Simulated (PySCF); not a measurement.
# Magnesium: a sound run and one with changed settings

Sound run: Mg²⁺ [Ne], Mg³⁺ [He] 2s2 2p5. All numbers are calculated (PySCF 2.14, the spin-free X2C one-electron Hamiltonian (Gaussian nucleus), in aug-cc-pVDZ-DK (5s4p2d, 27 functions)). The sound run starts from symmetry-adapted Hartree-Fock orbitals and uses a fine grid where one is needed.

Changed run: radial step 0.3 in ln r (0.13 in the sound run). This setting is unsound on purpose.

| species | method | sound run (hartree) | changed run (hartree) | converged |
| --- | --- | --- | --- | --- |
| Mg²⁺ | UHF | -199.12896 | -199.12896 | yes |
| Mg²⁺ | B3LYP | -199.54796 | -199.54809 | yes |
| Mg²⁺ | BP86 | -199.54905 | -199.54909 | yes |
| Mg³⁺ | UHF | -196.15164 | -196.15164 | yes |
| Mg³⁺ | B3LYP | -196.50792 | -196.50798 | yes |
| Mg³⁺ | BP86 | -196.51475 | -196.51471 | yes |

Ionisation energy of Mg²⁺:

| method | sound run (eV) | changed run (eV) |
| --- | --- | --- |
| UHF | 81.017 | 81.017 |
| B3LYP | 82.724 | 82.725 |
| BP86 | 82.568 | 82.569 |

A coarse radial grid mis-integrates the density and the exchange-correlation energy, with errors of either sign; Hartree-Fock needs no grid.

For comparison, NIST gives 80.144 eV between the lowest levels.
